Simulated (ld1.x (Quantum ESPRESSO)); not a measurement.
**aluminium (Al): RRKJ pseudisation with PBEsol, non-relativistic reference atom.**

Input for ld1.x (Quantum ESPRESSO) 7.5:

```
&input
   title='Al', zed=13., rel=0, dft='PBESOL', iswitch=3,
   config='[Ne] 3s2 3p0.5 3d-2',
   nld=3, rlderiv=1.10, eminld=-10.0, emaxld=5.0, deld=0.04
 /
 &inputp
   pseudotype=2, tm=.false., rho0=0.01, lloc=0,
   nlcc=.false.,
   file_pseudopw='Al.UPF', file_wfcaegen='ae.wfc', file_wfcncgen='nc.wfc', file_beta='beta', file_chi='chi'
 /
3
2P  2  1   6.00   0.00  1.00  1.00  0.0
3D  3  2  -2.00   0.35  0.75  0.75  0.0
2S  1  0   2.00   0.00  0.70  0.70  0.0
 &test
   configts(1)='2s2 2p6 3s2 3p0.5'
 /
```

Command:

```bash
ld1.x < Al.in > Al.out
```

Output (shortened: banner, matrices, multipoles, cross overlaps and the repeated all-electron block are left out):

```
Program LD1 v.7.5
     --------------------------- All-electron run ----------------------------

     Al

     atomic number is 13.00
     dft =PBESOL   lsd =0 sic =0 latt =0  beta=0.20 tr2=1.0E-14
     Exchange-correlation= PBESOL
                           (   1   4  10   8   0   0   0)
     mesh =1135 r(mesh) = 100.48924 a.u. xmin = -7.00 dx = 0.01250
     1 Ry =  13.60569312 eV

     n l     nl                  e(Ry)          e(Ha)          e(eV)
     1 0     1S 1( 2.00)      -110.8562       -55.4281     -1508.2754
     2 0     2S 1( 2.00)        -8.1759        -4.0880      -111.2389
     2 1     2P 1( 6.00)        -5.3964        -2.6982       -73.4217
     3 0     3S 1( 2.00)        -0.8109        -0.4055       -11.0331
     3 1     3P 1( 0.50)        -0.4179        -0.2089        -5.6855

     final scf error:  8.2E-15 reached in  29 iterations

     Etot =    -483.325298 Ry,    -241.662649 Ha,   -6575.975684 eV

     Ekin =     482.437329 Ry,     241.218665 Ha,    6563.894250 eV
     Encl =   -1152.028316 Ry,    -576.014158 Ha,  -15674.143737 eV
     Eh   =     221.863551 Ry,     110.931776 Ha,    3018.607392 eV
     Exc  =     -35.597862 Ry,     -17.798931 Ha,    -484.333589 eV

     normalization and overlap integrals

     s(1S/1S) =  1.000000  <r> =   0.1207  <r2> =    0.0196  r(max) =   0.0789
     s(2S/2S) =  1.000000  <r> =   0.6288  <r2> =    0.4740  r(max) =   0.5016
     s(2P/2P) =  1.000000  <r> =   0.6041  <r2> =    0.4640  r(max) =   0.4264
     s(3S/3S) =  1.000000  <r> =   2.4678  <r2> =    7.0594  r(max) =   2.0597
     s(3P/3P) =  1.000000  <r> =   3.1209  <r2> =   11.4995  r(max) =   2.5157

     ------------------------ End of All-electron run ------------------------

     --------------------- Generating NC pseudopotential ---------------------

      Generating local pot.: lloc=0, matching radius rcloc =   0.7000

      Wfc   2P  rcut= 1.010  Estimated cut-off energy=      177.01 Ry
      This function has    0 nodes for 0 < r <    1.010

      Wfc   3D  rcut= 0.748  Estimated cut-off energy=      397.16 Ry
      This function has    0 nodes for 0 < r <    0.748

     ------------------- End of pseudopotential generation -------------------

     Computing logarithmic derivative in   1.09562
     Computing logarithmic derivative in   1.09562
     Computing the partial wave expansion
       no projector for channel:   0
     R is outside the sphere for l=    1 j= 0.00
     R is outside the sphere for l=    2 j= 0.00

     ---------------------- Testing the pseudopotential ----------------------

     Al

     atomic number is 13.00   valence charge is 11.00
     dft =PBESOL   lsd =0 sic =0 latt =0  beta=0.20 tr2=1.0E-14
     mesh =1135 r(mesh) = 100.48924 xmin = -7.00 dx = 0.01250

     n l     nl             e AE (Ry)        e PS (Ry)    De AE-PS (Ry)
     1 0     2S   1( 2.00)       -8.17591       -8.17591        0.00000
     2 1     2P   1( 6.00)       -5.39639       -5.39639       -0.00000
     2 0     3S   1( 2.00)       -0.81092       -0.81663        0.00571  !
     3 1     3P   1( 0.50)       -0.41787       -0.41223       -0.00564  !

     eps = 8.0E-15  iter = 22

     Etot =    -483.325298 Ry,    -241.662649 Ha,   -6575.975684 eV
     Etotps =  -158.122309 Ry,     -79.061154 Ha,   -2151.363608 eV

     Ekin =     104.353748 Ry,      52.176874 Ha,    1419.805066 eV
     Encl =    -314.774958 Ry,    -157.387479 Ha,   -4282.731477 eV
     Ehrt =     113.256164 Ry,      56.628082 Ha,    1540.928617 eV
     Ecxc =     -18.619977 Ry,      -9.309988 Ha,    -253.337687 eV
     Epseu=     -42.337287 Ry,     -21.168643 Ha,    -576.028128 eV

     ---------------------- End of pseudopotential test ----------------------
```

Generation and configuration tests took about 2.4 s on one core of a shared server CPU.

Transferability test of the new file with ld1.x, input:

```
&input
   title='Al', zed=13., rel=0, dft='PBESOL', iswitch=2,
   config='[Ne] 3s2 3p0.5 3d-2'
 /
 &test
   file_pseudo='Al.UPF', nconf=8,
   configts(1)='2s2 2p6 3s2 3p0.5',
   configts(2)='2s2 2p6 3s2 3p1',
   configts(3)='2s2 2p6 3s2 3p0',
   configts(4)='2s2 2p6 3s1 3p0',
   configts(5)='2s2 2p6 3s2 3p1.3',
   configts(6)='2s2 2p6 3s0 3p3',
   configts(7)='2s2 2p5 3s2 3p1',
   configts(8)='2s2 2p6 3s1 3p2'
 /
```

```bash
ld1.x < Al.test.in > Al.test.out
```

Pseudopotential blocks of its output, shortened (energy terms left out):

```
     ---------------------- Testing the pseudopotential ----------------------

     n l     nl             e AE (Ry)        e PS (Ry)    De AE-PS (Ry)
     1 0     2S   1( 2.00)       -8.17591       -8.17591        0.00000
     2 1     2P   1( 6.00)       -5.39639       -5.39639        0.00000
     2 0     3S   1( 2.00)       -0.81092       -0.81663        0.00571  !
     3 1     3P   1( 0.50)       -0.41787       -0.41223       -0.00564  !

     eps = 9.5E-15  iter = 24

     Etot =    -483.325298 Ry,    -241.662649 Ha,   -6575.975684 eV
     Etotps =  -158.122310 Ry,     -79.061155 Ha,   -2151.363621 eV

     ---------------------- End of pseudopotential test ----------------------

          ---------------------- Testing the pseudopotential ----------------------

     n l     nl             e AE (Ry)        e PS (Ry)    De AE-PS (Ry)
     1 0     2S   1( 2.00)       -7.89383       -7.89749        0.00366
     2 1     2P   1( 6.00)       -5.11401       -5.11804        0.00404
     2 0     3S   1( 2.00)       -0.56537       -0.57212        0.00675  !
     3 1     3P   1( 1.00)       -0.19825       -0.19488       -0.00336

     eps = 3.7E-15  iter = 22

     Etot =    -483.478034 Ry,    -241.739017 Ha,   -6578.053757 eV
     Etotps =  -158.272811 Ry,     -79.136406 Ha,   -2153.411300 eV
     dEtot_ae =      -0.152736 Ry
     dEtot_ps =      -0.150502 Ry,   Delta E=      -0.002234 Ry

     ---------------------- End of pseudopotential test ----------------------

          ---------------------- Testing the pseudopotential ----------------------

     n l     nl             e AE (Ry)        e PS (Ry)    De AE-PS (Ry)
     1 0     2S   1( 2.00)       -8.50656       -8.50175       -0.00481
     2 1     2P   1( 6.00)       -5.72754       -5.72208       -0.00545  !
     2 0     3S   1( 2.00)       -1.08398       -1.08850        0.00452
     3 1     3P   1( 0.00)       -0.66426       -0.65572       -0.00853  !

     eps = 7.7E-15  iter = 21

     Etot =    -483.055713 Ry,    -241.527857 Ha,   -6572.307799 eV
     Etotps =  -157.856235 Ry,     -78.928117 Ha,   -2147.743486 eV
     dEtot_ae =       0.269585 Ry
     dEtot_ps =       0.266075 Ry,   Delta E=       0.003510 Ry

     ---------------------- End of pseudopotential test ----------------------

          ---------------------- Testing the pseudopotential ----------------------

     n l     nl             e AE (Ry)        e PS (Ry)    De AE-PS (Ry)
     1 0     2S   1( 2.00)       -9.40596       -9.40761        0.00165
     2 1     2P   1( 6.00)       -6.62699       -6.62692       -0.00008
     2 0     3S   1( 1.00)       -1.73510       -1.74303        0.00793  !
     3 1     3P   1( 0.00)       -1.26015       -1.24873       -0.01141  !

     eps = 4.8E-15  iter = 19

     Etot =    -481.649183 Ry,    -240.824591 Ha,   -6553.170975 eV
     Etotps =  -156.443582 Ry,     -78.221791 Ha,   -2128.523368 eV
     dEtot_ae =       1.676115 Ry
     dEtot_ps =       1.678728 Ry,   Delta E=      -0.002612 Ry

     ---------------------- End of pseudopotential test ----------------------

          ---------------------- Testing the pseudopotential ----------------------

     n l     nl             e AE (Ry)        e PS (Ry)    De AE-PS (Ry)
     1 0     2S   1( 2.00)       -7.75247       -7.75792        0.00544  !
     2 1     2P   1( 6.00)       -4.97254       -4.97847        0.00593  !
     2 0     3S   1( 2.00)       -0.43619       -0.44364        0.00745  !
     3 1     3P   1( 1.30)       -0.08372       -0.08159       -0.00214

     eps = 8.7E-15  iter = 20

     Etot =    -483.519942 Ry,    -241.759971 Ha,   -6578.623947 eV
     Etotps =  -158.313898 Ry,     -79.156949 Ha,   -2153.970308 eV
     dEtot_ae =      -0.194644 Ry
     dEtot_ps =      -0.191588 Ry,   Delta E=      -0.003056 Ry

     ---------------------- End of pseudopotential test ----------------------

          ---------------------- Testing the pseudopotential ----------------------

     n l     nl             e AE (Ry)        e PS (Ry)    De AE-PS (Ry)
     1 0     2S   1( 2.00)       -8.14937       -8.18041        0.03104  !
     2 1     2P   1( 6.00)       -5.36752       -5.40021        0.03269  !
     2 0     3S   1( 0.00)       -0.67557       -0.68989        0.01432  !
     3 1     3P   1( 3.00)       -0.28417       -0.28432        0.00015

     eps = 7.5E-15  iter = 23

     Etot =    -482.718222 Ry,    -241.359111 Ha,   -6567.715994 eV
     Etotps =  -157.488667 Ry,     -78.744333 Ha,   -2142.742473 eV
     dEtot_ae =       0.607076 Ry
     dEtot_ps =       0.633643 Ry,   Delta E=      -0.026567 Ry

     ---------------------- End of pseudopotential test ----------------------

          ---------------------- Testing the pseudopotential ----------------------

     n l     nl             e AE (Ry)        e PS (Ry)    De AE-PS (Ry)
     1 0     2S   1( 2.00)       -9.82504       -9.82718        0.00214
     2 1     2P   1( 5.00)       -7.10290       -7.05082       -0.05208  !
     2 0     3S   1( 2.00)       -1.33315       -1.34813        0.01499  !
     3 1     3P   1( 1.00)       -0.84636       -0.83065       -0.01571  !

     eps = 6.9E-15  iter = 25

     Etot =    -477.397173 Ry,    -238.698587 Ha,   -6495.319439 eV
     Etotps =  -152.212651 Ry,     -76.106326 Ha,   -2070.958620 eV
     dEtot_ae =       5.928125 Ry
     dEtot_ps =       5.909659 Ry,   Delta E=       0.018466 Ry

     ---------------------- End of pseudopotential test ----------------------

          ---------------------- Testing the pseudopotential ----------------------

     n l     nl             e AE (Ry)        e PS (Ry)    De AE-PS (Ry)
     1 0     2S   1( 2.00)       -8.02683       -8.04378        0.01695  !
     2 1     2P   1( 6.00)       -5.24605       -5.26394        0.01789  !
     2 0     3S   1( 1.00)       -0.62474       -0.63543        0.01069  !
     3 1     3P   1( 2.00)       -0.24452       -0.24302       -0.00149

     eps = 9.6E-15  iter = 17

     Etot =    -483.104162 Ry,    -241.552081 Ha,   -6572.966972 eV
     Etotps =  -157.887783 Ry,     -78.943892 Ha,   -2148.172727 eV
     dEtot_ae =       0.221136 Ry
     dEtot_ps =       0.234526 Ry,   Delta E=      -0.013390 Ry

     ---------------------- End of pseudopotential test ----------------------
```
